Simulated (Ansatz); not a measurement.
```yaml
atoms:
  - { symbol: B, position_ang: [-0.0327, -0.0105, 0.0363] }
  - { symbol: H, position_ang: [1.2172, 0.0195, -0.0448] }
  - { symbol: H, position_ang: [-0.5711, 1.0270, -0.0339] }
  - { symbol: H, position_ang: [-0.6064, -1.0033, -0.0276] }
```

Basis set: 6-31G (spherical functions). Left uncorrelated: 1 orbital. Charge 0, multiplicity 1.

Computed with Ansatz (development build ahead of 0.2.0); each method stands on the lowest determinant of its kind that the runs found. Restricted open shells among the atoms or ions are ROHF, correlated in semicanonical orbitals with singles.

The atomization energy at this shape (free ground-state atoms in the same class of orbitals less the molecule, no zero-point energy) of singlet BH₃:

```
method  atomization energy
   RHF     225.05 kcal/mol
```

Q: What does RHF-MP2 give?

A: 245.13 kcal/mol.

This basis has no polarisation functions and is too small for such energies, which can lie far from measured ones in either direction.
